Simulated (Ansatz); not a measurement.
BH2I (SMILES BI) moved off its minimum; all values from Ansatz (a first-principles code), cores frozen in correlated methods. Elements past Kr take the def2 small-core potentials, without spin–orbit coupling.
(charge 0, multiplicity 1)
```xyz
4

B     -1.0070    -1.5514     0.2719
H     -0.6118    -2.3064     1.0456
H     -1.9791    -1.6435    -0.3989
I      0.1195     0.1912    -0.0137
```

Forces at MP2/def2-TZVPPD (eV/Å):

| atom | Fx | Fy | Fz |
|---|---|---|---|
| B1 | -0.316 | 0.618 | -0.676 |
| H2 | 0.148 | -0.631 | 0.531 |
| H3 | 0.024 | -0.176 | 0.151 |
| I4 | 0.143 | 0.190 | -0.005 |

Task: Give the forces (eV/Å), the total energy and the dipole at CCSD(T)/def2-TZVPPD.

Result: 
| atom | Fx | Fy | Fz |
|---|---|---|---|
| B1 | -0.340 | 0.565 | -0.658 |
| H2 | 0.175 | -0.680 | 0.581 |
| H3 | -0.046 | -0.181 | 0.100 |
| I4 | 0.211 | 0.296 | -0.023 |
Energy -322.8053 hartree, dipole 0.40 D.
